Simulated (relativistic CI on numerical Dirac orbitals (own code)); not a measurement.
Sensitivity of the levels of Ag7+ to α and to the nuclear radius

Computed by Dirac-Coulomb-Breit CI, KLI orbitals optimised for each configuration, derivatives by finite differences, unscaled Slater integrals, QED left out (own radial code, finite nucleus).

Configuration list (outside the closed core [Ar] 3d10): 4s²4p⁶4d⁴, 4s²4p⁶4d³5s, 4s²4p⁶4d³4f, 4s²4p⁵4d⁵, 4s²4p⁶4d²5s², 4s4p⁶4d⁵, 4s²4p⁶4d³5d, 4s²4p⁶4d²5p². Levels of other configurations are missing.

With x = (α/α₀)² − 1 an excitation energy changes as ω = ω₀ + qx; K = 2q/ω₀ is the relative enhancement. Terms are leading LS components, so labels can repeat. The field-shift factor is F = δν/δ⟨r²⟩ for the transition from the lowest level.

Lowest level 4s²4p⁶4d⁴ ⁵D0.

| Level | ω₀ (cm⁻¹) | q (cm⁻¹) | K | F (GHz/fm²) |
| --- | --- | --- | --- | --- |
| 4s²4p⁶4d⁴ ⁵D1 | 1161.7 | 1893 | 3.26 | 0.0189 |
| 4s²4p⁶4d⁴ ⁵D2 | 2913.8 | 4058 | 2.79 | 0.0414 |
| 4s²4p⁶4d⁴ ⁵D3 | 4946.8 | 6019 | 2.43 | 0.0635 |
| 4s²4p⁶4d⁴ ⁵D4 | 7130.7 | 7703 | 2.16 | 0.0851 |
| 4s²4p⁶4d⁴ ³P0 | 24412.0 | -1149 | -0.0941 | 0.0827 |
| 4s²4p⁶4d⁴ ³H4 | 26412.1 | 968.7 | 0.0734 | 0.114 |
| 4s²4p⁶4d⁴ ³H5 | 29157.3 | 4722 | 0.324 | 0.167 |
| 4s²4p⁶4d⁴ ³P1 | 29555.9 | 4050 | 0.274 | 0.166 |
| 4s²4p⁶4d⁴ ³G3 | 30365.8 | 2783 | 0.183 | 0.103 |
| 4s²4p⁶4d⁴ ³H6 | 31079.2 | 6416 | 0.413 | 0.198 |
| 4s²4p⁶4d⁴ ³F2 | 31357.3 | 3985 | 0.254 | 0.136 |
| 4s²4p⁶4d⁴ ³F4 | 32557.7 | 6761 | 0.415 | 0.159 |
| 4s²4p⁶4d⁴ ³P2 | 35508.7 | 7913 | 0.446 | 0.193 |
| 4s²4p⁶4d⁴ ³F3 | 36177.9 | 8479 | 0.469 | 0.162 |
| 4s²4p⁶4d⁴ ³G4 | 36240.9 | 6517 | 0.36 | 0.122 |
| 4s²4p⁶4d⁴ ³G5 | 38381.9 | 10260 | 0.535 | 0.181 |
| 4s²4p⁶4d⁴ ³D3 | 41562.0 | 5502 | 0.265 | 0.0243 |
| 4s²4p⁶4d⁴ ³D2 | 42752.9 | 7621 | 0.357 | 0.0975 |
| 4s²4p⁶4d⁴ ³D1 | 43603.6 | 8396 | 0.385 | 0.0577 |
| 4s²4p⁶4d⁴ ¹I6 | 43862.2 | 8360 | 0.381 | 0.249 |
| 4s²4p⁶4d⁴ ¹G4 | 46787.7 | 12520 | 0.535 | 0.168 |
| 4s²4p⁶4d⁴ ¹S0 | 49445.7 | 10040 | 0.406 | -0.0273 |
| 4s²4p⁶4d⁴ ¹D2 | 54615.0 | 8676 | 0.318 | 0.319 |

At this charge configurations can still be misplaced by up to about 7 % of their energy. Terms inside the open d or f shell come out 10 to 20 % too wide with unscaled integrals.
